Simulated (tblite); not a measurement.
Compound: C7H15B.
SMILES with atom numbers: `[CH3:1][CH2:2][C@@H:3]1[CH2:4][BH:5][CH2:6][CH2:7][CH2:8]1` (hydrogens: H9, H10, H11 on C1; H12, H13 on C2; H14 on C3; H15, H16 on C4; H17 on B5; H18, H19 on C6; H20, H21 on C7; H22, H23 on C8)

Cartesian coordinates in Å at the GFN2-xTB level; atoms count from 1:
```
atom  x, y, z in Å
C1    -2.8569    0.7062   -0.0353
C2    -1.8794   -0.4149   -0.3710
C3    -0.4120    0.0316   -0.3905
C4     0.4620   -1.0383   -1.0612
B5     2.0107   -0.8899   -0.8440
C6     2.5330   -0.0612    0.3845
C7     1.5186    0.9328    0.9590
C8     0.1164    0.3317    1.0133
H9    -2.7402    1.5342   -0.7318
H10   -2.6978    1.0817    0.9723
H11   -3.8811    0.3454   -0.1018
H12   -1.9977   -1.2281    0.3500
H13   -2.1341   -0.8110   -1.3578
H14   -0.3445    0.9509   -0.9837
H15    0.1892   -1.1199   -2.1165
H16    0.2000   -2.0112   -0.6250
H17    2.7614   -1.4762   -1.5292
H18    2.7684   -0.8034    1.1578
H19    3.4781    0.4508    0.1888
H20    1.4936    1.8259    0.3297
H21    1.8228    1.2478    1.9609
H22   -0.5509    1.0337    1.5163
H23    0.1356   -0.5916    1.5981
```

Level: GFN2-xTB in tblite, geometry and Hessian alike; calculated harmonic values, unscaled, isolated species. Against measured fundamentals such values can be off by several per cent, at times by over 20. Modes of hydrogen on boron can be 10 to 20 % off. One conformer, not necessarily the lowest.

Harmonic wavenumbers (cm⁻¹): 71.0, 108.1, 141.8, 206.0, 220.5, 275.5, 350.8, 393.7, 440.0, 452.9, 508.3, 628.2, 665.8, 794.7, 814.0, 832.8, 853.6, 899.2, 927.5, 961.2, 997.7, 1011.4, 1048.1, 1052.2, 1081.4, 1118.7, 1123.7, 1154.5, 1187.3, 1199.5, 1212.5, 1231.5, 1266.6, 1272.8, 1307.3, 1314.6, 1322.1, 1353.9, 1360.7, 1368.8, 1417.0, 1457.9, 1459.0, 1485.4, 1494.7, 1503.7, 1506.0, 1511.4, 2614.7, 2905.9, 2912.5, 2921.5, 2949.3, 2954.3, 2961.4, 2966.0, 2969.5, 2971.1, 2976.9, 2985.3, 3026.6, 3029.6, 3041.6.

A = 3866, B = 1308, C = 1048 MHz; mass 110.127 u (most abundant isotopes); point group C1, symmetry number 1.

Question: Zero-point energy?

Answer: ½Σν̃ = 45276 cm⁻¹ = 129.45 kcal/mol.

Question: Entropy at 500 K, 1 bar (ideal gas, RRHO, classical rotation)?

Answer: Translation 42.60, rotation 30.04, vibration 43.88: S = 116.5 cal/(mol K).

Question: And Cp and H(500 K) − H(0)?

Answer: Cp = 60.62 cal/(mol K), of which vibrations give 52.67 (their classical limit is 63 R = 125.2); H(500 K) − H(0) = 16.21 kcal/mol without the zero-point energy, 12.23 from vibrations.

Question: Blend soft modes into free rotors: weight 1/[1 + (100 cm⁻¹/ν̃)⁴] for the oscillator and the rest for a rotor with moment μB/(μ + B), μ = h/(8π²ν), B = 10⁻⁴⁴ kg m². What vibrational entropy results?

Answer: 42.11 cal/(mol K) in place of 43.88, which changes −T·S at 500 K by +0.88 kcal/mol.

Question: How do the functions run with temperature in this model?

Answer: 
```json
{"T (K)": "150", "S (cal/(mol K))": "72.7", "Cp (cal/(mol K))": "20.9", "H − H(0) (kcal/mol)": "2.07", "G − H(0) (kcal/mol)": "-8.83", "ln q(vib)": "1.89"}
{"T (K)": "250", "S (cal/(mol K))": "85.7", "Cp (cal/(mol K))": "31.1", "H − H(0) (kcal/mol)": "4.66", "G − H(0) (kcal/mol)": "-16.76", "ln q(vib)": "3.96"}
{"T (K)": "298.15", "S (cal/(mol K))": "91.7", "Cp (cal/(mol K))": "36.9", "H − H(0) (kcal/mol)": "6.29", "G − H(0) (kcal/mol)": "-21.03", "ln q(vib)": "5.01"}
{"T (K)": "400", "S (cal/(mol K))": "104.3", "Cp (cal/(mol K))": "49.4", "H − H(0) (kcal/mol)": "10.69", "G − H(0) (kcal/mol)": "-31.01", "ln q(vib)": "7.35"}
{"T (K)": "600", "S (cal/(mol K))": "128.4", "Cp (cal/(mol K))": "70.1", "H − H(0) (kcal/mol)": "22.76", "G − H(0) (kcal/mol)": "-54.30", "ln q(vib)": "12.26"}
{"T (K)": "900", "S (cal/(mol K))": "161.1", "Cp (cal/(mol K))": "90.6", "H − H(0) (kcal/mol)": "47.11", "G − H(0) (kcal/mol)": "-97.85", "ln q(vib)": "19.81"}
```

q(vib) and H(0) count from the zero-point level.

Question: What must be added to the electronic energy to get the Gibbs energy at 500 K and 1 bar?

Answer: ZPE + [H(500 K) − H(0)] − T·S = 129.45 + 16.21 − 58.26 = 87.40 kcal/mol.

Hindered rotation and anharmonicity are outside this model. Other conformers, if any are populated, would add a mixing term that is left out. The structure is chiral; the term R ln 2 for an equal mix with its mirror image is left out.

Hardware: one thread of an Intel Xeon at 2.70 GHz, shared host. Cost: 1.1 s of wall time. This covers the Hessian and the dipole derivatives.
